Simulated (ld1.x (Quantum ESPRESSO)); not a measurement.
## Reading a pseudo-wave (Mn (Z = 25))

Columns: radius, all-electron u(r) and pseudo u(r) of the 3s shell (level -83.54 eV) of manganese in the configuration [Ne] 3s2 3p6 3d5.5 4s1.5 4p0; PBE, scalar-relativistic, TM scheme, ld1.x (Quantum ESPRESSO) 7.5.

```tsv
r (bohr)	all-electron	pseudo
0.068	0.1172	0.0790
0.135	-0.4789	0.1620
0.202	-0.6342	0.2552
0.270	-0.4150	0.3654
0.338	-0.0306	0.4954
0.405	0.3624	0.6427
0.473	0.7001	0.8047
0.540	0.9459	0.9605
0.608	1.1061	1.0922
0.675	1.1875	1.1757
0.742	1.2086	1.2044
0.810	1.1848	1.1843
0.878	1.1299	1.1299
0.945	1.0566	1.0566
1.013	0.9716	0.9716
1.080	0.8837	0.8837
1.148	0.7946	0.7946
1.215	0.7100	0.7100
1.283	0.6291	0.6291
1.350	0.5555	0.5555
1.418	0.4873	0.4873
1.485	0.4266	0.4266
1.553	0.3715	0.3715
1.620	0.3233	0.3233
1.688	0.2801	0.2801
1.755	0.2427	0.2427
```

(1) How many radial nodes do the two functions have?

(2) At about which radius was the pseudo-wave matched?

(3) Where does each function peak?

(4) Is the pseudo-wave norm-conserving?

## Answers

(1) The all-electron 3s function has n − l − 1 = 2; the pseudo-wave has 0, since the states of the same l below it are removed with the core.

(2) 0.90 bohr, where the columns begin to agree (steps of 0.07 bohr).

(3) Outermost all-electron maximum near 0.74 bohr, pseudo maximum near 0.74 bohr (to the table’s step).

(4) Yes: the TM scheme keeps the norm inside the radius equal to the all-electron one, which fixes the energy derivative of the logarithmic derivative at the level.
